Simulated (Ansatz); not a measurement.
This geometry of C₃H₈BGa (13 atoms, charge 0, multiplicity 1) is a first-order saddle point.

All numbers below come from RKS B3LYP/def2-SVP in Ansatz 0.2.0.

```xyz
13
Properties=species:S:1:pos:R:3
C -2.672 0.009 0.683
Ga -0.853 0.765 0.958
B 0.843 0.098 -0.118
C 1.468 -0.808 -1.205
C 2.358 0.162 -0.421
H -3.437 0.803 0.683
H -2.757 -0.577 -0.244
H -2.911 -0.659 1.530
H -0.723 1.902 2.057
H 1.578 -1.883 -1.013
H 1.270 -0.598 -2.265
H 2.760 1.039 -0.944
H 3.076 -0.253 0.298
```

Task: Which two structures does it join? (They come from a converged band through this point; their orientation in space is the band's.)

Result: No bond is made or broken.  The two ends are copies of one structure, up to a mirror image or an exchange of like atoms.

First end point:

```xyz
13
Properties=species:S:1:pos:R:3
C -2.665 0.385 0.564
Ga -0.791 0.144 1.192
B 0.821 -0.112 -0.041
C 1.790 -1.036 -0.840
C 2.004 0.465 -0.876
H -3.062 1.340 0.950
H -2.769 0.378 -0.530
H -3.297 -0.416 0.984
H -0.585 0.151 2.764
H 2.502 -1.657 -0.283
H 1.410 -1.534 -1.741
H 1.778 1.007 -1.802
H 2.864 0.886 -0.339
```

Last end point:

```xyz
13
Properties=species:S:1:pos:R:3
C -2.317 0.263 1.462
Ga -1.367 0.342 -0.285
B 0.626 -0.050 -0.543
C 1.793 -1.037 -0.841
C 2.109 0.426 -0.598
H -3.152 -0.456 1.393
H -1.672 -0.027 2.304
H -2.762 1.248 1.681
H -2.254 0.745 -1.536
H 2.070 -1.771 -0.074
H 1.894 -1.435 -1.859
H 2.429 1.044 -1.446
H 2.603 0.708 0.340
```

Task: How far does it lie above each of them?

Result: 28.0 kJ/mol above the first and 28.0 kJ/mol above the second. This is the barrier of this one path; another mechanism may lie lower.

The run took 7.2 min on 2 threads of Arm Neoverse N1, with other jobs on the host, peak memory 0.33 GiB.
